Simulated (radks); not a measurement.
Results of a calculation; reference values are marked as such.
Spin polarisation of the 4s1 shell in Ca+. Start: [Ar] 4s(up 0.5, down 0.5); electrons of 4s are moved from spin down to spin up, other shells keep equal spins. Level of theory: scalar-relativistic Kohn-Sham, PBE, spin-polarised, spherical densities, point nucleus (a radial shooting solver on a logarithmic mesh with Libxc functionals).

| moment (Bohr magnetons) | E - E(0) (eV) | e(4s up) (eV) | e(4s down) (eV) | 3p down minus up (eV) | 3s down minus up (eV) |
|---|---|---|---|---|---|
| 0 | 0.000 | -8.966 | -8.966 | 0.000 | 0.000 |
| 0.25 | -0.013 | -9.071 | -8.857 | 0.037 | 0.029 |
| 0.5 | -0.053 | -9.171 | -8.750 | 0.075 | 0.058 |
| 0.75 | -0.118 | -9.261 | -8.640 | 0.113 | 0.088 |

At moment 0.75 the spin-polarisation energy is -0.118 eV and the 4s exchange splitting 0.621 eV, that is 0.828 eV per Bohr magneton; E = -I m^2/4 would give I = 0.841 eV.
